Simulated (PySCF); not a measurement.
C₃H₈ClSi, SMILES [CH2][Si](C)(C)Cl, multiplicity 2.

Geometry: TPSSh-D3(BJ)/def2-SVP. A frequency run showed that this geometry is not a minimum. The isomer is the one that the SMILES or the coordinates give; other isomers of the formula were not compared.

All values below come from TDA-PBE/def2-SVPD (PySCF 2.14.0).

Vertical excitations. 

Computed lowest excited states:
| state | energy (eV) | λ (nm) | f | main pairs |
|---|---|---|---|---|
| root 1 | 3.60 | 344 | 0.008 | β HOMO→LUMO 99 % |
| root 2 | 3.61 | 343 | 0.003 | β HOMO−1→LUMO 99 % |
| root 3 | 4.68 | 265 | 0.008 | β HOMO−3→LUMO 94 % |
| root 4 | 4.77 | 260 | 0.019 | β HOMO−2→LUMO 94 % |
| root 5 | 5.14 | 241 | 0.001 | β HOMO−4→LUMO 98 % |
| root 6 | 5.41 | 229 | 0.024 | α HOMO→LUMO 100 % |
| root 7 | 5.64 | 220 | 0.001 | α HOMO→LUMO+1 100 % |
| root 8 | 6.22 | 199 | 0.013 | β HOMO−5→LUMO 95 % |
| root 9 | 6.26 | 198 | 0.000 | β HOMO−7→LUMO 94 % |
| root 10 | 6.30 | 197 | 0.005 | β HOMO−6→LUMO 96 % |
Unrestricted roots are not spin-pure.
